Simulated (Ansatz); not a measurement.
Reaction (atomization): `C[O][GeH2][I]` → C• + Ge• + 5 H• + I• + O•

Calculated with Ansatz (gas phase, PBE0-D4/def2-TZVP geometries, no zero-point term in ΔE). CCSD(T)/CBS is the MP2 limit (def2-TZVPP, def2-QZVPP) plus CCSD(T) − MP2 in def2-TZVPP, frozen cores. This one scheme is used for every species, atoms too. Functionals use def2-TZVPP. HSE06 is defined as in plane-wave codes. No spin–orbit coupling; open shells (•) take unrestricted orbitals. Spin–orbit coupling would lower the free atoms: a little for C, O; clearly for Ge; strongly for I. def2 core potentials past Kr. For Ge, I outer-core shells are correlated without core-valence functions, so the limit isn't a true one: a few kJ/mol of doubt a bond, and 10 to 20 or more in all where bonds break to atoms. Scalar relativity is left out up to krypton. One conformer a species, not always the lowest.

`C[O][GeH2][I]`:

Z-matrix (Å, degrees):
```
C
O 1 1.411
H 1 1.098 2 112.2
H 1 1.098 2 112.2 3 122.4
H 1 1.092 2 107.7 3 -118.8
Ge 2 1.773 1 117.1 3 -61.1
I 6 2.492 2 105.1 1 179.6
H 6 1.538 2 109.8 1 -62.6
H 6 1.538 2 109.8 1 61.8
```

```csv
level,ΔE (eV),difference from CCSD(T)/CBS
BLYP-D4,29.50,-0.47
r2SCANh-D4,29.64,-0.33
CAM-B3LYP-D4,29.74,-0.23
ωB97X-V,29.88,-0.09
r2SCAN,29.80,-0.17
r2SCANh,29.59,-0.38
HSE06,29.48,-0.49
HF/def2-SVP,21.26,-8.71
MP2/def2-TZVPP,29.60,-0.37
CCSD/CBS(def2),29.50,-0.47
CCSD(T)/CBS,29.97,0
```

Largest T1 diagnostic among the species: 0.010.

Leaving LDA and LC-ωPBE aside and taking each functional with its dispersion term where it has one, the values, not all of them listed here, spread over 1.31 eV, from BHLYP-D4 to PBE-D4. LDA lies +4.29 eV from PBE without D4, its usual overbinding. From PBE to PBE0 (25 % exact exchange), in def2-TZVPP and without D4, ΔE moves by −0.47 eV: exact exchange takes away binding that semilocal exchange gives to molecules.

For atomizations the MP2-based limit and the directly extrapolated one differ by several kJ/mol either way, and by 10 to 25 for some Ge, Se and Sn compounds, so smaller differences from it don't rank the levels.
